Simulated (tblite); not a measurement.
Compound: C₇H₁₄Ge.
Bonds: C1–C2, C2–C3, C3–Ge4, Ge4–C5, C5–C6, C6–C7, C3–C8, C1–C8, Ge4–C7. Hydrogens: H9, H10 on C1; H11, H12 on C2; H13 on C3; H14 on Ge4; H15, H16 on C5; H17, H18 on C6; H19, H20 on C7; H21, H22 on C8.

Computed with GFN2-xTB (tblite), gas phase: L-BFGS steps from a force-field or distance-geometry start until the largest atomic force falls under 0.01 eV/Å.

The end geometry, which sets the zero of energy:
```
atom  x, y, z in Å
C1     -2.2212   -0.9074   -0.6294
C2     -1.5735   -0.5435    0.7120
C3     -1.2446    0.8504    0.1596
Ge4     0.6934    1.1304   -0.2674
C5      2.0799    0.6436    1.0956
C6      2.3352   -0.6828    0.3561
C7      1.7132   -0.4148   -1.0274
C8     -2.1147    0.5566   -1.0736
H9     -1.6082   -1.5780   -1.2290
H10    -3.2312   -1.3097   -0.5720
H11    -2.2793   -0.5240    1.5410
H12    -0.7193   -1.1569    0.9985
H13    -1.6002    1.6764    0.7759
H14     0.8590    2.4726   -0.9902
H15     1.8054    0.5225    2.1409
H16     2.9467    1.3003    1.0489
H17     3.3902   -0.9558    0.3110
H18     1.8054   -1.4956    0.8530
H19     2.4669   -0.0948   -1.7445
H20     1.1931   -1.2718   -1.4494
H21    -1.6381    0.7194   -2.0405
H22    -3.0683    1.0823   -1.0626
```

Problem. These geometries come from the run, each turned onto the end geometry. Order them by energy, lowest first.
A.
```
atom  x, y, z in Å
C1     -2.3505   -0.8900   -0.5540
C2     -1.6103   -0.4973    0.7308
C3     -1.2490    0.8567    0.1030
Ge4     0.7081    1.1220   -0.2380
C5      2.0213    0.5576    1.1644
C6      2.4903   -0.6189    0.2810
C7      1.7354   -0.3900   -1.0473
C8     -2.0822    0.5019   -1.1405
H9     -1.8726   -1.6975   -1.1053
H10    -3.4027   -1.1327   -0.4191
H11    -2.2493   -0.4240    1.6096
H12    -0.7595   -1.1342    0.9740
H13    -1.6295    1.7146    0.6567
H14     0.9385    2.4907   -0.8843
H15     1.6194    0.2392    2.1244
H16     2.8169    1.2731    1.3590
H17     3.5715   -0.6195    0.1421
H18     2.2174   -1.5750    0.7271
H19     2.4043   -0.1060   -1.8570
H20     1.1765   -1.2639   -1.3759
H21    -1.5293    0.4997   -2.0796
H22    -2.9750    1.1130   -1.2645
```
B.
```
atom  x, y, z in Å
C1     -2.2896   -0.8927   -0.5364
C2     -1.4845   -0.5066    0.7151
C3     -1.2169    0.8814    0.1039
Ge4     0.7230    1.2078   -0.2685
C5      1.9338    0.5579    1.1762
C6      2.4132   -0.6052    0.2742
C7      1.6346   -0.3860   -1.0464
C8     -2.0276    0.4937   -1.1444
H9     -1.8621   -1.7188   -1.1039
H10    -3.3397   -1.1069   -0.3432
H11    -2.0607   -0.4848    1.6394
H12    -0.5945   -1.1176    0.8822
H13    -1.6469    1.6990    0.6802
H14     1.0600    2.5485   -0.9251
H15     1.4248    0.2187    2.0765
H16     2.7350    1.2206    1.4876
H17     3.4890   -0.5545    0.1082
H18     2.1804   -1.5746    0.7162
H19     2.2858   -0.2082   -1.8979
H20     0.9917   -1.2240   -1.3084
H21    -1.4425    0.4725   -2.0663
H22    -2.9163    1.0993   -1.3125
```
C.
```
atom  x, y, z in Å
C1     -2.2760   -0.8869   -0.5309
C2     -1.4782   -0.5037    0.7109
C3     -1.2072    0.8787    0.1023
Ge4     0.7217    1.2130   -0.2655
C5      1.9168    0.5563    1.1655
C6      2.4007   -0.5999    0.2726
C7      1.6245   -0.3820   -1.0412
C8     -2.0158    0.4876   -1.1362
H9     -1.8660   -1.7137   -1.0968
H10    -3.3215   -1.0956   -0.3483
H11    -2.0592   -0.4878    1.6279
H12    -0.6081   -1.1320    0.8850
H13    -1.6432    1.6854    0.6868
H14     1.0922    2.5342   -0.9276
H15     1.3956    0.2159    2.0561
H16     2.7091    1.2386    1.4521
H17     3.4741   -0.5747    0.1220
H18     2.2059   -1.5740    0.7095
H19     2.2772   -0.1833   -1.8888
H20     0.9780   -1.2222   -1.2958
H21    -1.4364    0.4664   -2.0530
H22    -2.8943    1.0989   -1.3004
```
D.
```
atom  x, y, z in Å
C1     -2.2770   -0.8888   -0.5344
C2     -1.4762   -0.5122    0.7150
C3     -1.2081    0.8769    0.1077
Ge4     0.7208    1.2139   -0.2741
C5      1.9133    0.5458    1.1580
C6      2.4131   -0.6167    0.2784
C7      1.6302   -0.3911   -1.0335
C8     -2.0086    0.4857   -1.1370
H9     -1.8435   -1.7046   -1.0961
H10    -3.3196   -1.0689   -0.3364
H11    -2.0757   -0.4736    1.6118
H12    -0.6063   -1.1412    0.8657
H13    -1.6432    1.6764    0.6870
H14     1.1080    2.5233   -0.9255
H15     1.3686    0.2093    2.0242
H16     2.6853    1.2467    1.4048
H17     3.4861   -0.5676    0.1185
H18     2.1959   -1.5889    0.7150
H19     2.2725   -0.1429   -1.8623
H20     0.9596   -1.2050   -1.2610
H21    -1.4193    0.4495   -2.0481
H22    -2.8860    1.0933   -1.2714
```
E.
```
atom  x, y, z in Å
C1     -2.2399   -0.9115   -0.6230
C2     -1.5873   -0.5451    0.7155
C3     -1.2338    0.8392    0.1515
Ge4     0.7036    1.1341   -0.2634
C5      2.0859    0.6441    1.0999
C6      2.3546   -0.6734    0.3465
C7      1.7199   -0.4046   -1.0315
C8     -2.1057    0.5461   -1.0819
H9     -1.6457   -1.6036   -1.2183
H10    -3.2579   -1.2923   -0.5595
H11    -2.2973   -0.5038    1.5418
H12    -0.7479   -1.1757    1.0071
H13    -1.5794    1.6721    0.7643
H14     0.8554    2.4832   -0.9748
H15     1.7938    0.5074    2.1379
H16     2.9494    1.3067    1.0893
H17     3.4126   -0.9350    0.2926
H18     1.8368   -1.4963    0.8394
H19     2.4664   -0.0940   -1.7597
H20     1.1831   -1.2569   -1.4423
H21    -1.6255    0.6911   -2.0507
H22    -3.0511    1.0876   -1.0742
```

Solution. E (0.003 eV), A (0.016 eV), B (0.043 eV), C (0.077 eV), D (0.153 eV).

In the order of the answer:

```csv
step,E above end (eV),largest force (eV/Å),rms force component (eV/Å),rms distance from end (Å),rms bond change (Å),bond most changed (Å)
84,0.003,0.06,0.019,0.026,0.001,Ge4–C7 -0.004
61,0.016,0.02,0.006,0.219,0.002,C6–C7 +0.004
10,0.043,0.11,0.040,0.274,0.004,Ge4–C5 -0.010
5,0.077,0.31,0.112,0.276,0.008,Ge4–C5 -0.028
3,0.153,0.65,0.201,0.279,0.011,Ge4–C5 -0.025
```

What follows is the cost of the whole relaxation. On an Arm Neoverse N1 with one thread, shared host with 64 logical CPUs at a one-minute load of 58, this took 1.5 s.
